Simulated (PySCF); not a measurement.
Stepwise substitution at one centre (Sn Cl-OH). Isolated molecules, 0 K electronic values unless said otherwise. One relaxed conformer stands for each flexible species; it need not be the lowest. Strings in code marks are SMILES.

Calculation: r2SCAN-D4/def2-TZVP in PySCF. Excitations are Tamm–Dancoff values on a coarser integration grid. The basis has no diffuse functions, so Rydberg states are missing or too high.

```csv
species,S1 oscillator strength,T1 excitation (TDA) (eV),HOMO–LUMO gap (eV)
0 of 4 Cl replaced by OH (`[Cl][Sn]([Cl])([Cl])[Cl]`),0.000,–,4.70
1 of 4 Cl replaced by OH (`[OH][Sn]([Cl])([Cl])[Cl]`),___,4.53,4.80
3 of 4 Cl replaced by OH (`[Cl][Sn]([OH])([OH])[OH]`),0.004,4.87,5.19
4 of 4 Cl replaced by OH (`[OH][Sn]([OH])([OH])[OH]`),0.019,___,5.40
```

**Question.** Complete the blanks.

**Answer.** 
- 1 of 4 Cl replaced by OH (`[OH][Sn]([Cl])([Cl])[Cl]`), S1 oscillator strength: 0.003
- 4 of 4 Cl replaced by OH (`[OH][Sn]([OH])([OH])[OH]`), T1 excitation (TDA) (eV): 5.00
